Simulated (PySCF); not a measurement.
PBE on F⁻ (fluorine, charge -1), [Ne], closed-shell 1S. Computed with PySCF 2.14 in aug-cc-pVQZ-DK, with scalar relativity by spin-free X2C-1e.

```
cycle= 1 E= -99.8751085417918  delta_E= 0.00668  |g|= 0.226  |ddm|= 0.462
cycle= 2 E= -99.7783900508438  delta_E= 0.0967  |g|= 0.617  |ddm|= 0.731
cycle= 3 E= -99.8931709046977  delta_E= -0.115  |g|= 0.0841  |ddm|= 0.465
cycle= 4 E= -99.8959637165618  delta_E= -0.00279  |g|= 0.00226  |ddm|= 0.0803
cycle= 5 E= -99.8959653986379  delta_E= -1.68e-06  |g|= 0.000275  |ddm|= 0.00167
cycle= 6 E= -99.8959654250712  delta_E= -2.64e-08  |g|= 1.42e-05  |ddm|= 0.000224
cycle= 7 E= -99.8959654251405  delta_E= -6.93e-11  |g|= 8.77e-07  |ddm|= 1.12e-05
converged SCF energy = -99.8959654251405  <S^2> = -1.7763568e-14  2S+1 = 1
```

Highest occupied orbital energy: 1.530 eV; ⟨L²⟩ = 0.00; populations by l: s 4.00, p 6.00, d 0.00, f 0.00.

(1) Can this result be used?

Answers

(1) With care. The run converged. At PBE the highest occupied level has a positive energy, so only the finite basis holds that electron; in a semilocal or global hybrid functional this comes from self-interaction and does not mean that the real anion is unbound.
